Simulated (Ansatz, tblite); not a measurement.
Removing an electron: SnEtF3 (C2H5F3Sn). The state is a singlet with charge 0. Geometry: r2SCAN-D4/def2-SVP. Ansatz, gas phase; energy differences of separate SCF runs; the oxidised species was run as a doublet alone.

| atom | x (Å) | y (Å) | z (Å) |
| --- | --- | --- | --- |
| Sn1 | 0.379 | -1.382 | 0.548 |
| C2 | -0.259 | 0.132 | -0.831 |
| C3 | -0.284 | 1.500 | -0.159 |
| H4 | -1.249 | -0.192 | -1.187 |
| H5 | 0.443 | 0.079 | -1.678 |
| H6 | -0.627 | 2.265 | -0.875 |
| H7 | -0.969 | 1.521 | 0.702 |
| H8 | 0.713 | 1.802 | 0.194 |
| F9 | -0.654 | -1.366 | 2.176 |
| F10 | 2.195 | -1.145 | 1.153 |
| F11 | 0.312 | -3.215 | -0.044 |

In the def2 sets Sn takes a core potential; there is no spin–orbit coupling. The xTB rows come from tblite. HSE06 is defined as in plane-wave codes, on full-range PBE exchange. Correlated methods freeze 9 core orbitals; core or outer-core shells of Sn are correlated, in sets that lack core-valence functions. The rows differ in basis, and correlated rows in double-zeta sets carry the largest basis error.

| level | −HOMO (eV) | vertical IE (eV) | −LUMO (eV) | HOMO–LUMO gap (eV) |
| --- | --- | --- | --- | --- |
| GFN1-xTB | 13.46 | 16.42 | 9.79 | 3.67 |
| HF/def2-SVP | – | 11.50 | – | – |
| PBE-D4/def2-TZVP | 8.12 | 11.02 | 3.01 | 5.11 |
| MP2/def2-SVP | – | 11.73 | – | – |
| CCSD/def2-SVP | – | 11.74 | – | – |

Task: Estimate the rows for GFN2-xTB, PBE0-D4/def2-TZVP, HSE06-D4/def2-TZVP, CCSD(T)/def2-SVP.

Result: 
| level | −HOMO (eV) | vertical IE (eV) | −LUMO (eV) | HOMO–LUMO gap (eV) |
| --- | --- | --- | --- | --- |
| GFN2-xTB | 12.67 | 15.48 | 8.71 | 3.96 |
| PBE0-D4/def2-TZVP | 9.50 | 11.52 | 2.04 | 7.45 |
| HSE06-D4/def2-TZVP | 9.10 | 11.49 | 2.41 | 6.68 |
| CCSD(T)/def2-SVP | – | 11.65 | – | – |

  Raw xTB energy differences between charge states are shifted by several eV; the methods need an empirical correction for them.
